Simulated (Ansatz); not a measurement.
A run for Ansatz (a quantum-chemistry and plane-wave program): R-wB97X-V/def2-TZVPP on H2O (SMILES O).

Ansatz 0.2 input:
```yaml
crystal:
  periodic: [false, false, false]
  atoms:
    - {symbol: O, position_ang: [-0.00000000, 0.00000000, 0.38961139]}
    - {symbol: H, position_ang: [0.00000000, 0.76498632, -0.19485569]}
    - {symbol: H, position_ang: [0.00000000, -0.76498632, -0.19485569]}
basis:
  gaussian:
    orbitals: def2-TZVPP
hamiltonian:
  xc: {name: wB97X-V}
scf: {lower_state_search: off}
```

The log:

```
WARN ansatz: RAYON_NUM_THREADS=4 ignored (pool sized by the plan → 4); use --threads N
Functional definition: wB97X-V
these checks for a lower state are left out or cut short: stability, starts, cluster_reference, orbital_swaps, neighbouring_geometries, increment
integrals: 0.01 GiB planned
269 factors; their error is unknown
integrals: 0.04 GiB planned
69 factors; integrals over basis functions are off by at most 2.2e-5 eV
mean field: 0.14 GiB planned
mean field evaluation 1: about -2076.8905 eV, gradient 4.4e1 eV
mean field evaluation 2: about -2076.7259 eV, gradient 4.6e1 eV
mean field evaluation 4: about -2079.8828 eV, gradient 2.6e-1 eV
mean field evaluation 8: about -2079.8870 eV, gradient 1.3e-3 eV
mean field -2079.88699354 eV, -76.4344372144 hartree, gradient 4.7e-6 eV, S^2 0.000000; 0 other end points of the search recorded, 0 dependent functions left out
reference -2079.88699264 eV, -76.4344371814 hartree; 5, 5 occupied and 54, 54 virtual orbitals, 269 factors
Total energy: -2079.88699264 eV, -76.4344371814 hartree
Checks for a lower state left out: stability, starts, cluster_reference, orbital_swaps, neighbouring_geometries, increment
```

The run converged.

Cost: around 0.4 core-seconds (rough).
